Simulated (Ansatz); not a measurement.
This geometry of CH5F2NTi (10 atoms, charge 0, multiplicity 1) is a first-order saddle point.

All numbers below come from RKS BLYP-D4/def2-SVP (Ansatz).

```xyz
10
Properties=species:S:1:pos:R:3
Ti -0.707 0.303 0.784
C 1.231 -0.174 -0.249
N -1.525 -0.074 -0.700
H -0.127 -0.225 -0.803
F -0.760 2.028 1.244
F -0.995 -0.847 2.119
H 1.579 -0.936 0.479
H 1.725 0.798 -0.043
H 1.550 -0.504 -1.257
H -1.970 -0.368 -1.576
```

Which two structures does it join? (They come from a converged band through this point; their orientation in space is the band's.)

Bonds broken: N3–H4. Bonds formed: Ti1–H4, C2–H4.

Initial state:

```xyz
10
Properties=species:S:1:pos:R:3
Ti -0.477 0.358 0.601
C 1.476 -0.189 0.104
N -1.489 -0.174 -0.885
H -1.707 0.421 -1.694
F -0.450 2.116 0.763
F -0.886 -0.595 2.030
H 1.541 -1.285 -0.053
H 2.143 0.104 0.944
H 1.799 0.330 -0.822
H -1.950 -1.086 -0.989
```

Final state:

```xyz
10
Properties=species:S:1:pos:R:3
Ti -0.829 0.200 0.635
C 1.422 -0.138 -0.367
N -1.970 -0.112 -0.569
H 0.488 -0.271 -0.980
F -0.774 1.928 1.137
F -0.841 -1.013 1.964
H 1.475 -0.850 0.481
H 1.550 0.906 -0.018
H 2.236 -0.376 -1.075
H -2.758 -0.274 -1.208
```

How far does it lie above each of them?

34.3 kcal/mol above the first and 14.0 kcal/mol above the second. This is the barrier of this one path; another mechanism may lie lower. The orbitals stay closed-shell, which can raise the energy where a bond breaks towards radicals; this wasn't checked here.

The run took 3 min on 2 threads of Intel(R) Xeon(R) 6975P-C (Granite Rapids), on a shared host, peak memory 0.19 GiB.
